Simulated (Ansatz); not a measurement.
Task: Name a neutral molecule of C, In, O and H with HOMO–LUMO gap (ωB97M-V/def2-TZVPP) between 7.80 and 8.10 eV and LUMO energy (ωB97M-V/def2-TZVPP) between -0.60 and -0.30 eV (Ansatz, PBE0-D4/def2-TZVP geometry).

Result: `O=[CH][InH2]` (8.05 eV, -0.49 eV). Other molecules can fit too; these were computed, each in one conformer that needn't be the lowest.
